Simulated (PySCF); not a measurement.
Gas-phase reaction: 2 H3SiGeH3 + H2 ⇌ 2 GeH4 + Si2H6

Energies from PySCF, thermal terms from the rigid-rotor harmonic-oscillator model, ideal gas at 1 bar. † marks an energy on the PBE0/def2-TZVP geometry and frequencies; other levels use their own. MP2 and CCSD(T) freeze the core. All species are closed-shell singlets. Ge: all electrons, no relativistic terms. MP2 isn't extrapolated to the basis-set limit; its ΔH°(298 K) is 2.2 kJ in def2-SVP and 18.6 kJ in def2-TZVPP. CCSD(T) isn't extrapolated to the basis-set limit; its ΔH°(298 K) is -3.1 kJ in def2-SVP and 12.9 kJ in def2-TZVPP. The harmonic model lacks anharmonicity and excited electronic states, which grow with temperature; levels with a mode under 35 cm⁻¹ are left out. Internal rotation in H3SiGeH3, Si2H6 is treated as a harmonic vibration of one conformer, which makes the entropy rough.

ΔH° and ΔS° at 298 K: CCSD(T)/def2-SVP† -3 kJ, -7 J/K; M06-2X/def2-TZVP† 15 kJ, -7 J/K; MP2/def2-TZVPP† 19 kJ, -7 J/K; PBE0/def2-TZVP 14 kJ, -7 J/K; LDA/def2-TZVP† 17 kJ, -7 J/K; ωB97M-V/def2-TZVP† 14 kJ, -7 J/K.

With the heat capacities included, give log10 K (1 bar) at 500, 1000, 1200, 1600, 2000 K from CCSD(T)/def2-SVP†, M06-2X/def2-TZVP†, MP2/def2-TZVPP†, PBE0/def2-TZVP, LDA/def2-TZVP†, ωB97M-V/def2-TZVP†.


| T (K) | CCSD(T)/def2-SVP† | M06-2X/def2-TZVP† | MP2/def2-TZVPP† | PBE0/def2-TZVP | LDA/def2-TZVP† | ωB97M-V/def2-TZVP† |
|---|---|---|---|---|---|---|
| 500 | -0.2 | -2.1 | -2.5 | -2.0 | -2.3 | -1.9 |
| 1000 | -0.7 | -1.7 | -1.9 | -1.6 | -1.8 | -1.6 |
| 1200 | -0.9 | -1.7 | -1.8 | -1.6 | -1.8 | -1.6 |
| 1600 | -1.1 | -1.7 | -1.8 | -1.6 | -1.7 | -1.6 |
| 2000 | -1.2 | -1.7 | -1.7 | -1.6 | -1.7 | -1.6 |
